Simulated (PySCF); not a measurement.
Computed IR spectrum (relative IR intensity) of a molecule C2H8FNSi. Coordinates come from a TPSSh-D3(BJ)/def2-SVP optimisation. The values are those of a single conformer. Computed with TPSSh-D3(BJ)/def2-SVP in PySCF 2.14.0. Frequencies are harmonic and unscaled.

Lines under 2 % of the strongest are left out, and lines within 2 cm⁻¹ are merged.

| ν (cm⁻¹) | relative intensity |
|---|---|
| 219 | 6.0 |
| 260 | 11 |
| 268 | 3.8 |
| 337 | 4.3 |
| 411 | 6.0 |
| 590 | 20 |
| 690 | 35 |
| 846 | 21 |
| 849 | 27 |
| 915 | 31 |
| 935 | 100 |
| 965 | 42 |
| 1010 | 17 |
| 1044 | 2.8 |
| 1216 | 2.7 |
| 1329 | 3.2 |
| 1340 | 2.9 |
| 1480 | 2.2 |
| 1638 | 9.4 |
| 2263 | 60 |
| 2285 | 52 |
| 2908 | 31 |
| 3018 | 13 |
| 3093 | 12 |
| 3119 | 8.4 |

### Question
Which structure fits?
(A) C[C@H](F)[SiH2]N
(B) C[Si@H](F)CN
(C) CNC[SiH2]F
(D) C[C@@H](N)[SiH2]F

### Answer
D, C[C@@H](N)[SiH2]F
